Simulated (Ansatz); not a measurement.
One change: `[SnH3][CH]1[O][GeH2]1` becomes `[SiH3][CH]1[O][GeH2]1`.

Ansatz, PBE0-D4/def2-TZVP geometries, multiplicity 1. 

Elements past krypton have def2 core potentials. Scalar relativity is left out up to krypton.

| property | `[SnH3][CH]1[O][GeH2]1` |
| --- | --- |
| LUMO energy (ωB97M-V/def2-TZVPP) / eV | 0.90 |
| LUMO energy (PBE0/def2-TZVPP) / eV | -0.88 |
| size of the dipole moment (ωB97M-V/def2-TZVPP) / D | 2.27 |
| LUMO energy (B3LYP/def2-TZVPP) / eV | -1.13 |
| HOMO–LUMO gap (PBE/def2-TZVPP) / eV | 4.07 |
| size of the dipole moment (B3LYP/def2-TZVPP) / D | 2.19 |

Q: Give the same properties after the change, and the shifts. (An estimate is asked.)

A: Ansatz gave: 
```tsv
property	`[SiH3][CH]1[O][GeH2]1`	shift
LUMO energy (ωB97M-V/def2-TZVPP) / eV	1.00	0.10
LUMO energy (PBE0/def2-TZVPP) / eV	-0.84	0.04
size of the dipole moment (ωB97M-V/def2-TZVPP) / D	2.41	0.14
LUMO energy (B3LYP/def2-TZVPP) / eV	-1.08	0.05
HOMO–LUMO gap (PBE/def2-TZVPP) / eV	4.35	0.28
size of the dipole moment (B3LYP/def2-TZVPP) / D	2.31	0.12
```

Dipoles are sizes alone; their direction can turn.

B3LYP here is the variant with VWN-RPA as its local correlation; programs differ in this.
